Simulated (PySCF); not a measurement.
How methods differ on the excitation energy of B

B [He] 2s2 2p1 (2P) → B [He] 2s2 3s1 (2S), as a difference of total energies. Calculation: PySCF 2.14, in dyall-av3z (15s9p3d2f, 71 functions); the non-relativistic Hamiltonian (point nucleus). Correlated levels: valence: 1s2 frozen; virtual orbitals above 40 to 60 times the deepest correlated orbital energy dropped. The calculations carry no spin-orbit coupling.

```tsv
method	excitation energy (eV)	error (eV)
UHF	4.980	+0.017
LDA	5.266	+0.303
PBE	5.273	+0.310
PBE0	5.280	+0.317
r2SCAN	5.514	+0.551
wB97M-V	5.087	+0.124
M06	5.188	+0.225
B3LYP	5.375	+0.412
HSE06	5.290	+0.327
MP2 (valence)	5.057	+0.094
SCS-MP2 (valence)	5.039	+0.076
```

Reference: 4.963 eV (measured; NIST levels, between the centres of gravity of the two terms).

Errors of the correlated levels include the incompleteness of this basis and the frozen core.

The promoted electron is Rydberg-like, and one or two diffuse shells describe it only roughly, which tends to raise the upper state.
